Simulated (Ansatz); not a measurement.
`[OH][AlH][Cl]` + `BO` → `B[O][AlH][OH]` + HCl at 700 K and 1 bar (ligand exchange at the Al–Cl bond).

Computed with Ansatz on PBE0-D4/def2-TZVP structures; ΔE is electronic, products minus reactants. CBS: MP2 limit from def2 TZ/QZ plus the TZ coupled-cluster correction, frozen cores. This one scheme is used for every species. One conformer a species, not always the lowest.

```tsv
species	CCSD(T)/CBS energy (Eh)	H − E (kJ/mol)	S (J/(mol·K))
`[OH][AlH][Cl]`	-778.29577	104.7	356.1
`BO`	-101.80414	126.4	277.4
`B[O][AlH][OH]`	-419.70702	187.7	428.4
HCl	-460.38127	38.4	211.8
```

H − E and S are ideal-gas, rigid-rotor, harmonic terms from PBE0-D4/def2-TZVP, for one conformer and one mirror image of each species. 1 Eh = 2625.50 kJ/mol, R = 8.31446 J/(mol·K).

By hand: ΔE, ΔH, ΔS and ΔG.

ΔE = (-419.70702) + (-460.38127) − (-778.29577) − (-101.80414) = 0.01162 Eh = 30.5 kJ/mol. Δ(H − E) = 187.7 + 38.4 − 104.7 − 126.4 = -5.0, so ΔH = 25.5 kJ/mol. ΔS = 428.4 + 211.8 − 356.1 − 277.4 = 6.7 J/(mol·K). ΔG = 25.5 − 700 × (6.7)/1000 = 20.8 kJ/mol.

By hand: the equilibrium constant, and the temperature at which ΔG would vanish if ΔH and ΔS stayed fixed.

log₁₀ K = −ΔG/(RT ln 10) = -1.6. ΔG = 0 at ΔH/ΔS = 3806 K, far beyond where these terms or the molecules hold.

The number of gas molecules stays the same, so ΔS is small and ΔH decides. A doubt of 5 kJ/mol in ΔE shifts log₁₀ K by 0.4 here. Other conformers and mirror images would add mixing entropy, several J/(mol·K) or more a flexible species. These are equilibria of isolated gas molecules and say nothing of rates. Largest T1 diagnostic: 0.014 (customary marks: 0.02 for closed shells, 0.045 for open ones).
